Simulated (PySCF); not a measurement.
Si(F)(Me)3 (C3H9FSi), SMILES C[Si](C)(C)F.

The structure is a stationary point at B3LYP-D3(BJ)/def2-SVP.

Vertical ionisation energy (IE) and electron affinity (EA) in eV. Rows of orbital energies are one-electron estimates. Where ΔSCF, EOM or ADC give a negative EA the extra electron is unbound and the value depends on the basis.

```json
[
 {"level": "−ε(HOMO), −ε(LUMO), M06-2X/def2-TZVP (PySCF)", "IE": "9.85", "EA": "-1.43"},
 {"level": "−ε(HOMO), −ε(LUMO), PBE/def2-TZVP (PySCF)", "IE": "?", "EA": "?"}
]
```

### Question
Complete the blanks. (The exact figures need the calculation; the answer reports its results.)

### Answer

- −ε(HOMO), −ε(LUMO), PBE/def2-TZVP (PySCF), IE: 7.23
- −ε(HOMO), −ε(LUMO), PBE/def2-TZVP (PySCF), EA: -0.10
